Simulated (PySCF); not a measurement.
Estimate the missing entries of this data sheet.

Species: C4H11GaO.
Z-matrix (Å and degrees, PBE0-D3(BJ)/def2-SVP geometry), rows numbered from 1:
```
C 
C   1  1.3328
C   2  1.4941  1  123.83
O   3  1.4272  2  112.83  1   125.90
C   4  1.4157  3  115.05  2   -66.08
Ga  4  2.1294  3  118.61  2    83.20
H   1  1.0954  2  121.46  3    -1.40
H   1  1.0930  2  121.56  3   177.74
H   2  1.0967  1  120.49  3  -178.68
H   3  1.1042  2  111.29  1     3.51
H   3  1.1008  2  110.85  1  -117.18
H   5  1.0968  4  106.93  3  -175.45
H   5  1.1017  4  111.29  3    64.57
H   5  1.1023  4  109.76  3   -56.65
H   6  1.5842  4   98.72  3   -74.79
H   6  1.5787  4   96.74  3   165.52
H   6  1.5803  4   95.98  3    44.41
```

```tsv
property	level	value
point group	PBE0-D3(BJ)/def2-SVP	?
rotational constants A, B, C	PBE0-D3(BJ)/def2-SVP	4.386, 1.060, 0.945 GHz
dipole moment	CAM-B3LYP/def2-SVPD	4.45 D
HOMO energy	CAM-B3LYP/def2-SVPD	-8.88 eV
LUMO energy	CAM-B3LYP/def2-SVPD	?
lowest singlet excitation	TDDFT CAM-B3LYP/def2-SVPD	6.42 eV (193 nm, f = 0.001)
strongest line among the 10 lowest singlet transitions	TDDFT CAM-B3LYP/def2-SVPD	?
lowest triplet excitation (Tamm–Dancoff)	TDA CAM-B3LYP/def2-SVPD	4.35 eV
static isotropic polarisability	CAM-B3LYP/def2-SVPD	88.7 au
vertical ionisation energy	ΔSCF CAM-B3LYP/def2-SVPD	9.81 eV
electronic spatial extent ⟨r²⟩ about the centre of nuclear charge	CAM-B3LYP/def2-SVPD	1240 bohr²
13C chemical shifts (computed TMS as zero) by class	GIAO HF/pcSseg-1	?
1H chemical shifts (computed TMS as zero) by class	GIAO HF/pcSseg-1	6.35 (H9), 5.64 (H8), 5.58 (H7), 4.09 (H15/H16/H17), 3.96 (H10/H11), 3.24 (H12/H13/H14) ppm
isotropic shieldings of nuclei other than C and H, by class	GIAO HF/pcSseg-1	348 (O4), 1639 (Ga6) ppm
largest of the computed one-bond spin–spin couplings (means over like bonds)	B3LYP/pcJ-1 (pcSseg-1 on Ga), spin–dipole term left out	?
```

The electronic properties come from PySCF, for the isolated species, density fitting. One conformer (not necessarily the lowest) at the PBE0-D3(BJ)/def2-SVP geometry, without solvent or vibrations. Relativistic effects, spin–orbit coupling among them, are left out although an element past zinc is present. Atoms bound to Ga lack the heavy atom's spin–orbit term in their shielding, so their NMR values are less reliable. NMR classes are plain means over equivalent atoms (diastereotopic ones count apart unless rotation or inversion swaps them), as if these changed places fast; in this geometry the members of some classes differ.

Problem. The strongest line among the 10 lowest singlet transitions?

Solution. S5 at 7.40 eV (168 nm, f = 0.358).

Problem. Give the point group.

Solution. C1.

Problem. Give the largest of the computed one-bond spin–spin couplings (means over like bonds).

Solution. 13C–1H +171.1 (C1–H8), 13C–1H +167.8 (C2–H9), 13C–1H +164.2 (C1–H7), 13C–1H +151.8 (C3–H10 and 1 like it), 13C–1H +151.7 (C5–H12 and 2 like it), 13C–13C +75.6 (C1–C2), 13C–13C +47.7 (C2–C3), 17O–13C +18.4 (O4–C3) Hz.

Problem. What is the LUMO energy?

Solution. 0.44 eV.

Problem. The 13C chemical shifts (computed TMS as zero) by class?

Solution. 140.3 (C2), 130.1 (C1), 69.3 (C3), 52.6 (C5) ppm.

The vertical singlet–triplet gap S1 − T1 is 2.07 eV (TDDFT singlet less Tamm–Dancoff triplet; S1: HOMO→LUMO, weight 0.55, beside HOMO→LUMO+2, weight 0.35; T1: HOMO−2→LUMO, weight 0.81). With B = h/(8π²I), that is 505.379 GHz u Å² over I, the principal moments of inertia are 115.2, 476.6 and 535.0 u Å² (most abundant isotopes); the inertial defect Ic − Ia − Ib is -56.8 u Å² (zero for a rigid planar frame, negative otherwise). In wavenumbers S1 is 51800 cm⁻¹ (1 eV = 8065.54 cm⁻¹).

For the NMR shielding job (HF/pcSseg-1), the run took 13 s wall on Arm Neoverse V1, one thread, shared host.
